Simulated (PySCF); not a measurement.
Species: C9H9 (doublet state).
Geometry (GFN2-xTB, Å), atoms numbered from 1 in this order:
```
atom  x, y, z in Å
C1     3.342    0.763    0.022
C2     3.015   -0.485    0.350
C3     1.731   -1.023    0.158
C4     0.636   -1.516    0.017
C5    -0.670   -2.025   -0.186
C6    -1.615   -1.334   -0.778
C7    -1.956   -0.063   -1.308
C8    -1.306    1.222   -0.789
C9    -2.728    0.924   -0.459
H10    2.624    1.436   -0.417
H11    4.334    1.147    0.183
H12    3.745   -1.155    0.791
H13   -0.838   -3.042    0.152
H14   -2.207   -0.076   -2.365
H15   -1.086    1.988   -1.516
H16   -0.565    1.114   -0.012
H17   -3.506    1.499   -0.939
H18   -2.959    0.631    0.554
```

The hyperfine couplings belong to this conformer and change with its torsions.

Identity: `C=CC#C/C=[C]\C1CC1` [radical].

The calculation used UKS B3LYP, pcH-1 on C H, non-relativistic, mean-field spin-orbit, GIAO in PySCF. Isolated species at its GFN2-xTB geometry (one conformer only). A GFN2-xTB geometry isn't a minimum of the functional, and hyperfine couplings can be far from their values at a DFT geometry. Stability of the SCF solution: not tested.

Principal values of hyperfine tensors in MHz (contact and dipolar terms together), for some of the nuclei:

```tsv
atom	isotope	A1	A2	A3
C6	13C	182.13	205.63	401.96
C4	13C	98.95	103.59	109.54
H13	1H	89.56	91.71	108.11
H14	1H	11.15	13.28	27.29
C9	13C	10.58	10.83	21.99
C5	13C	-4.09	15.17	27.38
C7	13C	7.12	9.33	21.86
H15	1H	2.71	7.86	16.54
```

(1) Split each tensor into its isotropic and traceless parts, and turn a_iso into mT with g = 2.0022.

(2) What spin density at the nucleus of C6 lies behind its contact coupling (g_N = 1.40482)?

(3) C8 (13C, g_N = 1.40482) isn't in the table. Its spin density at the nucleus is 0.04717 bohr⁻³. What is its contact coupling?

(4) Name the largest traceless tensor T of the table and describe it.

(5) In a single crystal, with the field along each principal axis of the tensor of C6 in turn, what first-order splitting does this nucleus give (isotropic g, quadrupole terms neglected)?

## Answers

(1) a_iso is a third of the trace, T = A − a_iso, and a(mT) = a(MHz)/(g × 13.996).

| atom | a_iso (MHz) | a_iso (mT) | T1 | T2 | T3 |
| --- | --- | --- | --- | --- | --- |
| C6 | 263.24 | 9.394 | -81.11 | -57.61 | 138.72 |
| C4 | 104.02 | 3.712 | -5.08 | -0.44 | 5.51 |
| H13 | 96.46 | 3.442 | -6.90 | -4.75 | 11.65 |
| H14 | 17.24 | 0.615 | -6.09 | -3.96 | 10.05 |
| C9 | 14.46 | 0.516 | -3.89 | -3.63 | 7.52 |
| C5 | 12.82 | 0.458 | -16.91 | 2.35 | 14.56 |
| C7 | 12.77 | 0.456 | -5.65 | -3.44 | 9.09 |
| H15 | 9.04 | 0.323 | -6.33 | -1.18 | 7.50 |

(2) a_FC = (2μ0/3) gₑ μB g_N μN ρ(0)/(2S·h) = 800.24 MHz × g_N × ρ(0)/(2S), with ρ in bohr⁻³. With a_FC = 263.24 MHz and 2S = 1, ρ(0) = 0.2342 bohr⁻³.

(3) By the same relation, a_FC = 53.0 MHz. Its full tensor has the principal values 41.12, 41.31, 76.64 MHz.

(4) C6: -81.1, -57.6, 138.7 MHz, rhombic: the two smaller values differ by 17 % of the largest.

(5) 2 lines (I = 1/2), spaced by |A_i|/(g × 13.996): 6.50, 7.34, 14.34 mT along the axes of A1, A2 and A3.
